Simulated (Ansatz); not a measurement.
Problem. Name a neutral molecule of Al, Cl, O, S, Si and H with HOMO–LUMO gap (B3LYP/def2-TZVPP) between 6.50 and 6.80 eV and LUMO energy (PBE/def2-TZVPP) between -1.80 and -1.50 eV (Ansatz, PBE0-D4/def2-TZVP geometry).

Solution. `[SiH3][O][Al]([SH])[Cl]` (6.63 eV, -1.76 eV). Other molecules can fit too; these were computed, each in one conformer that needn't be the lowest.

B3LYP here is the variant with VWN-RPA as its local correlation; programs differ in this.
